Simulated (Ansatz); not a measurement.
CH$_{2}$OZn, relaxed with RKS PBE-D4/def2-SVP in Ansatz 0.2.0 from a rough embedded geometry. The force threshold is 0.03 eV/Å; the program also tests the step.

The species carries charge 0 and has multiplicity 1. The bonds changed during the relaxation, so this is another structure than the one it started from.

Start:

```xyz
5

C    -0.069   -0.401   -0.211
O     0.846    0.612   -0.516
Zn   -0.929    1.643    0.310
H     0.405   -1.408   -0.443
H    -0.254   -0.447    0.860
```

(1) How much energy does the relaxation release, and in how many steps? (Estimate.)

(2) Which bonds change most? (Estimate.)

(3) Give the relaxed structure. (Best estimate.)

## Answers

(1) Computed: 222.02 kJ/mol, in 10 steps, 1 of them rejected.

(2) The calculation gave: C1–O2 from 1.398 to 1.211 Å; C1–H5 from 1.089 to 1.132 Å; C1–H4 from 1.137 to 1.128 Å.

(3) Computed: 
```xyz
5

C     0.284   -0.584   -0.142
O     0.619    0.428   -0.717
Zn   -1.132    2.323    0.566
H     0.745   -1.589   -0.366
H    -0.517   -0.579    0.658
```
